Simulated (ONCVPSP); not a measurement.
## Which change was made? (Zr, ONCV)

```
Element                 : Zr (Z = 40)
Generator               : ONCVPSP 4.0.1
Type                    : optimised norm-conserving Vanderbilt (ONCV)
Functional              : PBE
Relativity              : fully relativistic
Frozen core             : [Ar] 3d10
Valence charge          : 12
Reference configuration : 4s2 4p6 4d2 5s2
Partial waves           : 4s+5s: rc 2.05 bohr, ncon 4, nbas 8, qcut 6.4 1/bohr, 2 projectors; 4p: rc 2.20 bohr, ncon 3, nbas 7, qcut 6.5 1/bohr, 2 projectors, debl 0.9 Ha; 4d: rc 2.25 bohr, ncon 5, nbas 9, qcut 7.7 1/bohr, 3 projectors, debl 3.5 Ha
Local potential         : polynomial inside 1.60 bohr (lpopt 5, dvloc0 3 Ha)
Core correction         : none
```

Open shells are filled in proportion to 2j + 1.

In the p channel the program set the typed energies aside and used -1.172, 0.250 Ha (j = l + 1/2; the other j can differ).

Cutoffs, loose and tight: the cutoffs (Ha) at which the residual kinetic energy of the hardest occupied pseudo-wave falls to 1 and 0.1 mHa per electron. They do not see the model core or the augmentation charge, which bear on the density cutoff. Test errors are all-electron minus pseudo excitation energies from the reference, over the configurations 4s2 4p6 4d2 5s1; 4s2 4p6 4d2 5s0; 4s2 4p6 4d1 5s0; 4s2 4p6 4d2.5 5s1.5; variants that change the core or the reference have their own tests.

The base gives: outcome: generated, projector energies reset by the program; cutoff, loose: 15 Ha; cutoff, tight: 19 Ha; bound ghosts: none; GHOST(+) flags above zero: none; largest test error (meV): +5.0.

(1) After one change the result is: outcome: generated, projector energies reset by the program; cutoff, loose: 18 Ha; cutoff, tight: 24 Ha; bound ghosts: none; GHOST(+) flags above zero: d5/2, d3/2; largest test error (meV): +5.0. Which change was it?
A. d: rc 1.5; local potential polynomial inside 1.50 bohr (lpopt 5, dvloc0 3 Ha)
B. d: rc 2.94
C. d: rc 3.28

Answers

(1) A. The others give: d: rc 2.94 → outcome: generated, projector energies reset by the program; cutoff, loose: 13 Ha; cutoff, tight: 16 Ha; bound ghosts: none; GHOST(+) flags above zero: d5/2, d3/2; largest test error (meV): +11 | d: rc 3.28 → outcome: generated, projector energies reset by the program; cutoff, loose: 13 Ha; cutoff, tight: 16 Ha; bound ghosts: none; GHOST(+) flags above zero: none; largest test error (meV): +18.
